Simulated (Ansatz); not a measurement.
The cluster Al3Ga. The state is a triplet with charge 0. Geometry PBE0-D4/def2-SVPD, that of the charge -1 doublet; atoms count from 1.

Cartesian coordinates in Å:
```
Al -1.2910 0.3116 -0.8379
Al -0.6947 1.1166 1.5066
Al 1.2966 -0.3208 0.8255
Ga 0.6891 -1.1074 -1.4941
```

The structure comes from a short search, and lower isomers may exist.

Question: Estimate the Mulliken populations from the PBE0/def2-TZVPD orbitals of Ansatz.

Answer: 
```json
{"atom": "Al1", "charge (e)": "0.08", "spin (α − β)": "0.72"}
{"atom": "Al2", "charge (e)": "-0.06", "spin (α − β)": "0.26"}
{"atom": "Al3", "charge (e)": "0.08", "spin (α − β)": "0.72"}
{"atom": "Ga4", "charge (e)": "-0.09", "spin (α − β)": "0.30"}
```
Mulliken values and Mayer orders depend strongly on the basis. With diffuse functions, as here, like atoms can get unlike values, and bond orders can come out too low or too high.

Question: Where does the spin sit?

Answer: Summed by element: Al 1.70, Ga 0.30, of 2 unpaired in all. Largest on single atoms: Al3 0.72, Al1 0.72, Ga4 0.30.

Question: And the Mayer bond orders between bonded heavy atoms (over 0.3)?

Answer: Al1–Al2 0.79 (2.55 Å); Al1–Ga4 0.79 (2.52 Å); Al2–Al3 0.79 (2.55 Å); Al3–Ga4 0.79 (2.52 Å). Values over 0.3 also appear between atoms too far apart for a bond (Al1–Al3 0.56 at 3.14 Å; Al2–Ga4 0.53 at 3.98 Å); they arise where an orbital or an unpaired electron spreads over both atoms.
